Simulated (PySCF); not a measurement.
C₂H₁₀BN.
InChI=1S/C2H10BN/c1-3-4-2/h3-4H2,1-2H3

Torsions of this conformer, `[CH3:1][BH2-:2][NH2+:3][CH3:4]`: C1–B2–N3–C4 180°.

The closed-shell ground state was solved at several levels (PySCF, density fitting, gas phase, non-relativistic). Isolated species at its PBE0-D3(BJ)/def2-SVP geometry (one conformer only).

```csv
level,basis functions,total energy (Eh),HOMO (eV),LUMO (eV),gap (eV),dipole (D)
B3LYP/pcJ-1,208,-161.8682,-7.15,0.19,7.34,5.22
PBE/pcSseg-2,284,-161.6678,-6.02,-0.87,5.15,4.96
PBE0/def2-SVPD,160,-161.5296,-7.31,0.03,7.34,5.02
```

Q: Estimate the row for PBE0/pcSseg-1, a basis of 118 functions; the other rows only guide the guess.

A: Total energy -161.6140 Eh, HOMO -7.30 eV, LUMO 0.52 eV, gap 7.82 eV, dipole 5.24 D.

Q: Over all these levels, which gives the widest orbital gap and which the narrowest?

A: PBE0/pcSseg-1 (global hybrid, 25 % exact exchange) has the widest, 7.82 eV, and PBE/pcSseg-2 (GGA) the narrowest, 5.15 eV. Functional and basis both differ between the two, so the spread mixes both effects.

Q: How far do the dipole and the HOMO energy spread over the levels?

A: The dipole runs from 4.96 to 5.24 D (mean 5.11 D) and the HOMO from -7.31 to -6.02 eV.
